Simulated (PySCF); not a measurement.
**Mayer bond orders and bond lengths**

C6H8O2.
SMILES with atom numbers: `[CH2:1]=[C:2](/[CH:3]=[CH:4]/[CH3:5])[C:6](=[O:7])[OH:8]` (hydrogens: H9, H10 on C1; H11 on C3; H12 on C4; H13, H14, H15 on C5; H16 on O8)

Cartesian coordinates in Å at the GFN2-xTB level; atoms count from 1:
```
atom  x, y, z in Å
C1     1.6963    0.1531    1.6404
C2     0.9519    0.1880    0.5283
C3    -0.4642   -0.1442    0.5478
C4    -1.2735   -0.2261   -0.5064
C5    -2.7146   -0.5873   -0.4197
C6     1.5874    0.6138   -0.7472
O7     1.0372    1.1641   -1.6675
O8     2.9004    0.3337   -0.7842
H9     1.2660   -0.1237    2.5882
H10    2.7419    0.4040    1.6318
H11   -0.8561   -0.3598    1.5350
H12   -0.9037   -0.0166   -1.4992
H13   -3.3248    0.2129   -0.8381
H14   -3.0198   -0.7654    0.6089
H15   -2.9091   -1.4846   -1.0075
H16    3.2770    0.6471   -1.6218
```

Bond orders from the PBE0/pcSseg-1 density (PySCF). Isolated species at its GFN2-xTB geometry (one conformer only).

(1) Where do the orders between heavy atoms depart from those drawn in the SMILES?

(2) Give the Mayer order of every bond, beside its length.

Answers

(1) The largest departure is 0.193, at C3–C4 (drawn double, 1.807). Drawn single, order above 1.12: C6–O8 (1.152).

(2) 
| bond | drawn as | length (Å) | Mayer order |
| --- | --- | --- | --- |
| C1–C2 | double | 1.339 | 1.867 |
| C2–C3 | single | 1.455 | 1.106 |
| C3–C4 | double | 1.332 | 1.807 |
| C4–C5 | single | 1.488 | 1.073 |
| C2–C6 | single | 1.487 | 0.945 |
| C6–O7 | double | 1.205 | 1.927 |
| C6–O8 | single | 1.343 | 1.152 |
| C1–H9 | single | 1.077 | 0.942 |
| C1–H10 | single | 1.075 | 0.930 |
| C3–H11 | single | 1.084 | 0.951 |
| C4–H12 | single | 1.080 | 0.942 |
| C5–H13 | single | 1.090 | 0.948 |
| C5–H14 | single | 1.088 | 0.969 |
| C5–H15 | single | 1.090 | 0.947 |
| O8–H16 | single | 0.970 | 0.926 |

By pair of heavy elements: C–C: lowest C2–C6 (0.945, 1.487 Å), highest C1–C2 (1.867, 1.339 Å); in 1 of the 10 pairs the longer bond (by over 0.003 Å) has the higher order (by 0.02 or more). C–O: lowest C6–O8 (1.152, 1.343 Å), highest C6–O7 (1.927, 1.205 Å).

**Question.** Sum the orders of all bonds at each heavy atom with more than one neighbour and set the sums beside the valence in the SMILES.

**Answer.** C1 3.739 (drawn 4), C2 3.918 (drawn 4), C3 3.864 (drawn 4), C4 3.822 (drawn 4), C5 3.937 (drawn 4), C6 4.024 (drawn 4), O8 2.078 (drawn 2). Orders between atoms that aren't bonded are not in these sums.

Mayer orders depend on the basis set.

The run behind these numbers computed NMR shieldings as well. The run took 59 s of wall time on one thread of an Intel Xeon at 2.50 GHz, shared host with 64 logical CPUs at a one-minute load of 56, and the process peaked at 0.79 GiB of memory.
